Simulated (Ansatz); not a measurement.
Basis-set extrapolation for C2H5FOSi (`F[C@H]1O[C@H]1[SiH3]`) (PBE0-D4/def2-TZVP geometry, frozen core, the Gaussian-basis code of Ansatz). Multiplicity 1, RHF reference.

```csv
,def2-TZVPP,def2-QZVPP
HF,-541.940503,-541.960746
MP2 correlation,-0.933358,-1.006406
CCSD(T) correlation,-1.002990,not run
```

Energies in hartree. Use E(X) = E(∞) + A·exp(−7.88·√X) for Hartree–Fock and E(X) = E(∞) + B·X^(−2.97) for correlation, with X = 3 and 4, and add CCSD(T) minus MP2 of the smaller set to the MP2 limit.

**Question.** What is the CCSD(T) energy at the basis-set limit?

**Answer.** HF limit: -541.960746 + (-0.020243) × 0.13774 = -541.96353. MP2 limit: -1.006406 + (-0.073048) × 0.74074 = -1.06052. Higher-order term: -1.002990 − (-0.933358) = -0.06963. Total: -543.09368 hartree, 394.3 kJ/mol below CCSD(T)/def2-TZVPP.
